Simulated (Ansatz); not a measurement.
Calculated with Ansatz (gas phase, PBE0-D4/def2-TZVP geometries, no zero-point term in ΔE). CCSD(T)/CBS is the MP2 limit (def2-TZVPP, def2-QZVPP) plus CCSD(T) − MP2 in def2-TZVPP, frozen cores. This one scheme is used for every species. Functionals use def2-TZVPP. def2 core potentials past Kr. For In outer-core shells are correlated without core-valence functions, which leaves a few kJ/mol of doubt a bond. One conformer a species, not always the lowest.

Reaction (hydrogenolysis of the In–C bond): `C[C](=N)[InH][Cl]` + H₂ → `[Cl][InH2]` + `CC=N`

```json
{"species": "`C[C](=N)[InH][Cl]`", "r2SCANh-D4 energy (Eh)": "-784.33610"}
{"species": "H₂", "r2SCANh-D4 energy (Eh)": "-1.17099"}
{"species": "`[Cl][InH2]`", "r2SCANh-D4 energy (Eh)": "-651.60358"}
{"species": "`CC=N`", "r2SCANh-D4 energy (Eh)": "-133.91614"}
```

Work out ΔE.

ΔE = (-651.60358) + (-133.91614) − (-784.33610) − (-1.17099) = -0.01263 Eh = -0.34 eV. CCSD(T)/CBS gives -0.30 eV.

Largest T1 diagnostic among the species: 0.014.

At CCSD(T), def2-SVP lies −0.14 eV from the extrapolated value and def2-TZVPP −0.05 eV. From r2SCAN to r2SCAN0 (25 % exact exchange), in def2-TZVPP and without D4, ΔE moves by −0.11 eV. Leaving LDA and LC-ωPBE aside and taking each functional with its dispersion term where it has one, the values, not all of them listed here, spread over 0.27 eV, from B97M-V to BLYP-D4. LDA lies +0.05 eV from PBE without D4.
